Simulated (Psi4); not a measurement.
C2H6Be, charge -1, doublet, geometry from GFN2-xTB (such geometries of metal compounds can be far from the true shape) (a state made from the parent by changing its charge; the spin is typed, not shown lowest) (a gas-phase anion, which may not be bound at this level); BLYP/def2-TZVPD (Psi4).

The Psi4 input:
```
memory 2 GB

molecule mol {
-1 2
  Be   -0.493302    0.641188   -0.516111
  C     1.245745    0.062473   -0.900229
  H     1.263635   -1.033426   -1.017434
  H     1.911223    0.269058   -0.045991
  H     1.790759    0.449634   -1.782472
  C    -1.128045   -0.215458    1.023370
  H    -1.111348   -1.308726    0.882850
  H    -2.138828    0.002781    1.418309
  H    -0.448429   -0.026168    1.870332
}

set basis def2-tzvpd
set reference uks
set s_tolerance 1e-5
set s_orthogonalization canonical

energy('blyp')
print_variables()
```

It wrote (shortened):

```
   => Loading Basis Set <=

    Name: DEF2-TZVPD
    Role: ORBITAL
    Keyword: BASIS

         ---------------------------------------------------------
                                   SCF
               by Justin Turney, Rob Parrish, Andy Simmonett
                          and Daniel G. A. Smith
                              UKS Reference
         ---------------------------------------------------------

  ==> Geometry <==

    Molecular point group: c1
    Full point group: C1

    Geometry (in Angstrom), charge = -1, multiplicity = 2:

       Center              X                  Y                   Z               Mass
    ------------   -----------------  -----------------  -----------------  -----------------
         BE          -0.448334245366     0.582739442293    -0.469063668306     9.012183065000
         C            1.290712754634     0.004024442293    -0.853181668306    12.000000000000
         H            1.308602754634    -1.091874557707    -0.970386668306     1.007825032230
         H            1.956190754634     0.210609442293     0.001056331694     1.007825032230
         H            1.835726754634     0.391185442293    -1.735424668306     1.007825032230
         C           -1.083077245366    -0.273906557707     1.070417331694    12.000000000000
         H           -1.066380245366    -1.367174557707     0.929897331694     1.007825032230
         H           -2.093860245366    -0.055667557707     1.465356331694     1.007825032230
         H           -0.403461245366    -0.084616557707     1.917379331694     1.007825032230

  Running in c1 symmetry.

  Rotational constants: A =      1.19421  B =      0.20558  C =      0.18741 [cm^-1]
  Rotational constants: A =  35801.55282  B =   6163.00675  C =   5618.36900 [MHz]
  Nuclear repulsion =   50.572514534631893

  Charge       = -1
  Multiplicity = 2
  Electrons    = 23
  Nalpha       = 12
  Nbeta        = 11

  ==> Algorithm <==

  SCF Algorithm Type is DF.
  DIIS enabled.
  MOM disabled.
  Fractional occupation disabled.
  Guess Type is SAD.
  Energy threshold   = 1.00e-06
  Density threshold  = 1.00e-06
  Integral threshold = 1.00e-12

  ==> Primary Basis <==

  Basis Set: DEF2-TZVPD
    Blend: DEF2-TZVPD
    Number of shells: 66
    Number of basis functions: 150
    Number of Cartesian functions: 163
    Spherical Harmonics?: true
    Max angular momentum: 3

  ==> DFT Potential <==

   => LibXC <=

    Version 7.1.2
    S. Lehtola, C. Steigemann, M. J. T. Oliveira, and M. A. L. Marques,  SoftwareX 7, 1–5 (2018) (10.1016/j.softx.2017.11.002)

   => Composite Functional: BLYP <=

    BLYP GGA Exchange-Correlation Functional

    P.J. Stephens et. al., J. Phys. Chem., 98, 11623-11627, 1994
    B. Miehlich et. al., Chem. Phys. Lett., 157(3), 200-206 1989

    Deriv               =              1
    GGA                 =           TRUE
    Meta                =          FALSE

    Exchange Hybrid     =          FALSE
    MP2 Hybrid          =          FALSE

   => Exchange Functionals <=

    1.0000     XC_GGA_X_B88

   => Correlation Functionals <=

    1.0000     XC_GGA_C_LYP

   => LibXC Density Thresholds  <==

    XC_GGA_C_LYP:  1.00E-14
    XC_GGA_X_B88:  1.00E-15

   => Molecular Quadrature <=

    Radial Scheme          =       TREUTLER
    Pruning Scheme         =           NONE
    Nuclear Scheme         =       TREUTLER

    Blocking Scheme        =         OCTREE
    BS radius alpha        =              1
    Pruning alpha          =              1
    Radial Points          =             75
    Spherical Points       =            302
    Total Points           =         196038
    Total Blocks           =           1489
    Max Points             =            256
    Max Functions          =            148
    Weights Tolerance      =       1.00E-15

   => Loading Basis Set <=

    Name: (DEF2-TZVPD AUX)
    Role: JKFIT
    Keyword: DF_BASIS_SCF

  ==> Integral Setup <==

[...]
  Reciprocal condition number of the overlap matrix is 2.9013696072E-06.

  ==> Pre-Iterations <==

  SCF Guess: Superposition of Atomic Densities via on-the-fly atomic UHF (no occupation information).

   -------------------------
    Irrep   Nso     Nmo
   -------------------------
     A        150     150
   -------------------------
    Total     150     150
   -------------------------

  ==> Iterations <==

                           Total Energy        Delta E     RMS |[F,P]|

   @DF-UKS iter SAD:   -93.56399769046398   -9.35640e+01   0.00000e+00
   @DF-UKS iter   1:   -93.43002911284290    1.33969e-01   9.54633e-03 DIIS/ADIIS
   @DF-UKS iter   2:   -88.44830973872784    4.98172e+00   1.52904e-02 DIIS/ADIIS
   @DF-UKS iter   3:   -94.38879705911131   -5.94049e+00   2.19755e-03 DIIS/ADIIS
   @DF-UKS iter   4:   -94.46688000533786   -7.80829e-02   1.40387e-03 DIIS/ADIIS
   @DF-UKS iter   5:   -94.50532128226141   -3.84413e-02   3.31727e-04 DIIS/ADIIS
   @DF-UKS iter   6:   -94.50775632209432   -2.43504e-03   1.08126e-04 DIIS/ADIIS
   @DF-UKS iter   7:   -94.50795772220069   -2.01400e-04   1.61602e-05 DIIS
   @DF-UKS iter   8:   -94.50796244342220   -4.72122e-06   2.42647e-06 DIIS
   @DF-UKS iter   9:   -94.50796262128415   -1.77862e-07   6.77976e-07 DIIS
  Energy and wave function converged.

  ==> Post-Iterations <==

   Electrons on quadrature grid:
      Nalpha   =   12.0000279239 ; deviation = 2.792e-05
      Nbeta    =   11.0000216984 ; deviation = 2.170e-05
      Ntotal   =   23.0000496223 ; deviation = 4.962e-05

   @Spin Contamination Metric:   1.189143222E-03
   @S^2 Expected:                7.500000000E-01
   @S^2 Observed:                7.511891432E-01
   @S   Expected:                5.000000000E-01
   @S   Observed:                5.000000000E-01

    Orbital Energies [Eh]
    ---------------------

    Alpha Occupied:

[...]
    Alpha Virtual:

[...]
    Beta Occupied:

[...]
    Beta Virtual:

[...]
     150A     22.172453

    Final Occupation by Irrep:
              A
    DOCC [    11 ]
    SOCC [     1 ]
    NA   [    12 ]
    NB   [    11 ]

  @DF-UKS Final Energy:   -94.50796262128415

   => Energetics <=

    Nuclear Repulsion Energy =             50.5725145346318925
    One-Electron Energy =                -229.6208609841727366
    Two-Electron Energy =                 100.5401361205833553
    DFT Exchange-Correlation Energy =     -15.9997522923266651
    Empirical Dispersion Energy =           0.0000000000000000
    VV10 Nonlocal Energy =                  0.0000000000000000
    Total Energy =                        -94.5079626212841504

  UHF NO Occupations:
  HONO-2 :   10  A 1.9999319
  HONO-1 :   11  A 1.9994978
  HONO-0 :   12  A 1.0000000
  LUNO+0 :   13  A 0.0005022
  LUNO+1 :   14  A 0.0000681
  LUNO+2 :   15  A 0.0000083
  LUNO+3 :   16  A 0.0000061

Computation Completed

Properties will be evaluated at   0.000000,   0.000000,   0.000000 [a0]

Properties computed using the SCF density matrix

 Multipole Moments:

 ------------------------------------------------------------------------------------
     Multipole            Electronic (a.u.)      Nuclear  (a.u.)        Total (a.u.)
 ------------------------------------------------------------------------------------

 L = 1.  Multiply by 2.5417464519 to convert [e a0] to [Debye]
 Dipole X            :         -1.0603192            1.8694959            0.8091766
 Dipole Y            :          1.3781896           -2.4299483           -1.0517587
 Dipole Z            :         -1.1093473            1.9559370            0.8465898
 Magnitude           :                                                    1.5740640

 ------------------------------------------------------------------------------------

  Variable Map:
  ----------------------------------------------------------------------------
[...]
  Array Variable Map:
  ----------------------------------------------------------------------------
[...]
[...]
```
